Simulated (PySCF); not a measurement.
CHF, neutral, multiplicity 1. Atoms are numbered in the order given.

```xyz
3

C     -0.1911    -0.7068     0.0000
F      0.0307     0.5958     0.0000
H      0.8696    -1.1214     0.0000
```
Charge 0, spin multiplicity 1.

Geometry: PBE-D3(BJ)/def2-TZVPD. The isomer is the one that the SMILES or the coordinates give; other isomers of the formula were not compared.

All values below come from HF/def2-TZVPD run with PySCF.

Gas-phase values at a fixed geometry.

Computed frontier levels, gap, dipole moment and polarisability:
```
Item                                                                                                           Result
---------------------------------------------------------------------------------------------  ----------------------
highest occupied level                                                                                      -11.25 eV
lowest empty level                                                                                            1.53 eV
orbital gap                                                                                                  12.78 eV
dipole moment                                                                                                  1.56 D
quadrupole, principal values (traceless, Buckingham form, about the centre of nuclear charge)   -3.99, 1.96, 2.03 D·Å
mean static polarisability                                                                       14.9 bohr³ (2.21 Å³)
polarisability, principal values                                                               13.3, 14.6, 16.8 bohr³
```
